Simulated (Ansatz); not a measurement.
`C=CC[TeH]` + `CC[SeH]` → `CC([SeH])[TeH]` + propene at 600 K and 1 bar (formal exchange of groups at a Te–C bond).

Calculated with Ansatz (gas phase, PBE0-D4/def2-TZVP geometries, no zero-point term in ΔE). CBS: MP2 limit from def2 TZ/QZ plus the TZ coupled-cluster correction, frozen cores. Elements past krypton have def2 core potentials. For Se, Te outer-core shells are correlated without core-valence functions, which leaves a few kJ/mol of doubt a bond. Scalar relativity is left out up to krypton. One conformer a species, not always the lowest.

```tsv
species	CCSD(T)/CBS energy (Eh)	H − E (kJ/mol)	S (J/(mol·K))
`C=CC[TeH]`	-385.46202	254.5	416.1
`CC[SeH]`	-2480.41858	237.1	364.1
`CC([SeH])[TeH]`	-2748.13456	241.9	446.2
`C=CC`	-117.74610	248.6	323.1
```

H − E and S are ideal-gas, rigid-rotor, harmonic terms from PBE0-D4/def2-TZVP, for one conformer and one mirror image of each species. 1 Eh = 2625.50 kJ/mol, R = 8.31446 J/(mol·K).

Problem. By hand: ΔE, ΔH, ΔS and ΔG.

Solution. ΔE = (-2748.13456) + (-117.74610) − (-385.46202) − (-2480.41858) = -0.00006 Eh = -0.2 kJ/mol. Δ(H − E) = 241.9 + 248.6 − 254.5 − 237.1 = -1.1, so ΔH = -1.3 kJ/mol. ΔS = 446.2 + 323.1 − 416.1 − 364.1 = -10.9 J/(mol·K). ΔG = -1.3 − 600 × (-10.9)/1000 = 5.2 kJ/mol.

Problem. By hand: the equilibrium constant, and the temperature at which ΔG would vanish if ΔH and ΔS stayed fixed.

Solution. log₁₀ K = −ΔG/(RT ln 10) = -0.5. ΔG = 0 at ΔH/ΔS = 119 K, though so small a ΔH makes that figure unsure.

TΔS isn't small against ΔH here. The sign of ΔG lies within the doubt. A doubt of 5 kJ/mol in ΔE shifts log₁₀ K by 0.4 here. Other conformers and mirror images would add mixing entropy, several J/(mol·K) or more a flexible species. These are equilibria of isolated gas molecules and say nothing of rates. Largest T1 diagnostic: 0.011 (customary marks: 0.02 for closed shells, 0.045 for open ones).
